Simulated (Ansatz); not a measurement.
Geometry optimisation, RKS PBE0/def2-SVP in Ansatz.

input.yaml

```yaml
crystal:
  periodic: [false, false, false]
  atoms:
    - { symbol: B, position_ang: [-1.5787, 1.4198, 0.3454] }
    - { symbol: C, position_ang: [-0.4138, 0.9789, 1.2349] }
    - { symbol: Si, position_ang: [0.0456, -0.7749, 0.8075] }
    - { symbol: C, position_ang: [0.7588, -0.8534, -0.9282] }
    - { symbol: C, position_ang: [1.9227, -0.4873, -1.2431] }
    - { symbol: O, position_ang: [-0.1639, -1.2911, -1.9366] }
    - { symbol: H, position_ang: [-2.0297, 2.5584, 0.476] }
    - { symbol: H, position_ang: [-2.0759, 0.772, -0.4836] }
    - { symbol: H, position_ang: [0.4633, 1.667, 1.1091] }
    - { symbol: H, position_ang: [-0.7042, 1.0341, 2.327] }
    - { symbol: H, position_ang: [1.1401, -1.2067, 1.7522] }
    - { symbol: H, position_ang: [-1.0629, -1.656, 1.006] }
    - { symbol: H, position_ang: [2.2216, -0.4948, -2.2647] }
    - { symbol: H, position_ang: [2.5708, -0.1084, -0.4422] }
    - { symbol: H, position_ang: [-1.1156, -1.6084, -1.7301] }
basis:
  gaussian: { orbitals: def2-SVP }
hamiltonian:
  xc: pbe0
relax:
  f_tol: 0.015
  max_steps: 40
```

Launched with:

```bash
$ ansatz run input.yaml --threads 2 --pin off --max-ram 3072MiB --backend cpu --events-out ev --progress --plain --runs-dir out
```

**Question.** Where does it end, and by what steps?

**Answer.** The forces met the threshold. After 25 steps the energy has fallen by 1.064 eV; H7 moved furthest, 1.28 Å.

| step | energy less start (eV) | largest force component (eV/Å) | accepted |
| --- | --- | --- | --- |
| 0 | 0.0000 | 7.776 | yes |
| 1 | -0.7144 | 2.051 | yes |
| 2 | -0.7668 | 0.565 | yes |
| 3 | -0.8146 | 0.394 | yes |
| 4 | -0.8107 | 0.236 | no |
| 5 | -0.8361 | 0.096 | yes |
| 6 | -0.8415 | 0.112 | yes |
| 7 | -0.8495 | 0.171 | yes |
| 8 | -0.8562 | 0.283 | yes |
| 9 | -0.8735 | 0.293 | yes |
| 10 | -0.8948 | 0.544 | yes |
| 11 | -0.8521 | 1.203 | no |
| 12 | -0.9253 | 0.347 | yes |
| 13 | -0.9481 | 0.275 | yes |
| 14 | -0.9743 | 0.261 | yes |
| 15 | -1.0038 | 0.332 | yes |
| 16 | -1.0303 | 0.272 | yes |
| 17 | -1.0321 | 0.476 | yes |
| 18 | -1.0362 | 0.653 | yes |
| 19 | -1.0597 | 0.119 | yes |
| 20 | -1.0615 | 0.079 | yes |
| 21 | -1.0632 | 0.040 | yes |
| 22 | -1.0641 | 0.037 | yes |
| 23 | -1.0643 | 0.028 | yes |
| 24 | -1.0643 | 0.049 | no |
| 25 | -1.0645 | 0.012 | yes |

```xyz
15
Properties=species:S:1:pos:R:3
B -1.605 1.282 0.193
C -0.632 0.958 1.349
Si 0.257 -0.664 0.915
C 0.715 -0.672 -0.913
C 1.976 -0.727 -1.363
O -0.310 -0.493 -1.804
H -1.409 2.189 -0.581
H -2.591 0.588 0.026
H 0.120 1.735 1.554
H -1.170 0.692 2.276
H 1.479 -0.866 1.747
H -0.710 -1.783 1.156
H 2.193 -0.676 -2.434
H 2.810 -0.814 -0.665
H -1.144 -0.798 -1.426
```

Time of the run: 2.2 min on 2 threads of Arm Neoverse V1, with other jobs on the host, peak memory 0.36 GiB.
